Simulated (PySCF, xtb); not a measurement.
Ga(H)(F)(vinyl) (C2H4FGa), SMILES C=[CH][GaH][F].

xtb 6.7.1 with GFN2-xTB at its own geometry gives an orbital gap of 4.27 eV and a dipole moment of 3.71 D.

The structure is a stationary point at B3LYP-D3(BJ)/def2-SVP. The structure was generated by enumeration; whether it is a known compound was not checked. The values are those of a single conformer.

**Question.** What does B3LYP/def2-TZVP (PySCF) give? (The exact figures need the calculation; the answer reports its results.)

**Answer.** gap 6.28 eV (levels -8.22 and -1.94 eV), dipole 2.88 D.
